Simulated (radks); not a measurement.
The numbers below are computed, except where a source is named.
Problem. Te, 52 electrons, occupied as [Kr] 4d10 5s2 5p4. Level of theory: scalar-relativistic Kohn-Sham, LDA (Slater exchange, Perdew-Wang correlation), spin-unpolarised, spherical densities, finite nucleus; Fermi nuclear charge, rms radius 4.7423 fm (a radial shooting solver on a logarithmic mesh with Libxc functionals). Some entries of the table are withheld. Estimate them.

| orbital | occ. | eigenvalue (eV) | <r> (bohr) | r(max) (bohr) |
|---|---|---|---|---|
| 1s | 2 | -31591.06 | 0.02784 | 0.01796 |
| 2s | 2 | -4845.537 | (1) | 0.1015 |
| 2p | 6 | (2) | 0.1048 | 0.08124 |
| 3s | 2 | -963.7649 | 0.3227 | 0.2930 |
| 3p | 6 | (3) | 0.3206 | 0.2865 |
| 3d | 10 | -560.2997 | 0.2970 | 0.2376 |
| 4s | 2 | (4) | 0.7647 | (5) |
| 4p | 6 | -114.1980 | 0.8213 | (6) |
| 4d | 10 | -41.7013 | 0.9732 | 0.8108 |
| 5s | 2 | -15.3563 | 2.076 | 1.784 |
| 5p | 4 | -6.1113 | 2.663 | 2.157 |

Solution. 
(1) 2s <r> (bohr): 0.1200
(2) 2p eigenvalue (eV): -4352.566
(3) 3p eigenvalue (eV): -803.4683
(4) 4s eigenvalue (eV): -163.9842
(5) 4s r(max) (bohr): 0.7006
(6) 4p r(max) (bohr): 0.7375
